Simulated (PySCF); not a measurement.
Structure problem from calculated spectra and properties.

Formula: C2H13FO2Si4.

| Item | Value |
| --- | --- |
| Rotational structure | rotational constants A, B, C: 0.971, 0.527, 0.427 GHz [GFN2-xTB] |
| 13C NMR | chemical shifts (computed TMS as zero) by class: 11.7 (1 C), 9.1 (1 C) ppm [GIAO PBE0/pcSseg-1] |
| Dipole | 2.91 D [PBE0/pcSseg-1] |
| NMR, other nuclei | isotropic shieldings of nuclei other than C and H, by class: 273 (1 O), 329 (1 O), 319 (1 F), 327 (1 Si), 359 (1 Si), 393 (1 Si), 472 (1 Si) ppm [GIAO PBE0/pcSseg-1] |
| 1H NMR | chemical shifts (computed TMS as zero) by class: 5.45 (1 H), 5.24 (3 H), 3.45 (3 H), 1.11 (1 H), 1.10 (3 H), 0.81 (1 H), 0.42 (1 H) ppm [GIAO PBE0/pcSseg-1] |

Electronic properties: PySCF, gas phase, density fitting. Levels stand in brackets. The structure is a single GFN2-xTB conformer in the gas phase; no vibrational or solvent corrections. GFN2-xTB frequencies show an imaginary mode (26i cm⁻¹), so this geometry is no minimum at that level. NMR values are class means; diastereotopic atoms form classes of their own.

Q: What is the compound? Reason from the data.

A: Numbering: `[CH3:1][CH2:2][Si@@H:3]([OH:4])[Si@:5]([F:6])([SiH3:7])[O:8][SiH3:9]`. Its formula, C2H13FO2Si4, gives 0 degrees of unsaturation, so no ring and no π bond. 2 carbons fall into 2 classes; from least to most shielded: sp3 carbon bound to silicon [C2] (11.7 ppm), methyl carbon [C1] (9.1 ppm). Hydrogen classes from least to most shielded: 1 H on an oxygen-bound silicon, Si3 (5.45 ppm), 3 H on an oxygen-bound silicon, Si9 (5.24 ppm), 3 H on an SiH3 silicon, Si7 (3.45 ppm), 1 H on a silanol oxygen, O4 (1.11 ppm), 3 H on a methyl carbon, C1 (1.10 ppm, a mean of values up to 0.8 ppm apart in this geometry), 1 H on an sp3 carbon bound to silicon, C2 (0.81 ppm), 1 H on an sp3 carbon bound to silicon, C2 (0.42 ppm). The other shieldings belong to: 273 ppm, siloxane oxygen [O8]; 329 ppm, silanol oxygen [O4]; 319 ppm, silicon-bound fluorine [F6]; 327 ppm, fluorine-bound silicon [Si5]; 359 ppm, oxygen-bound silicon [Si3]; 393 ppm, oxygen-bound silicon [Si9]; 472 ppm, SiH3 silicon [Si7]. The optimised geometry has point group C1 and is an asymmetric top. Structure: `CC[Si@@H](O)[Si@](F)([SiH3])O[SiH3]`. The assignments are read from this structure; whether some other isomer fits the data as well wasn't checked. The mirror image fits equally.

Shape of the structure used: `[CH3:1][CH2:2][Si@@H:3]([OH:4])[Si@:5]([F:6])([SiH3:7])[O:8][SiH3:9]`: C1–C2–Si3–O4 52°, C2–Si3–Si5–F6 70°, Si3–Si5–O8–Si9 39°, H–O4–Si3–C2 -52°.
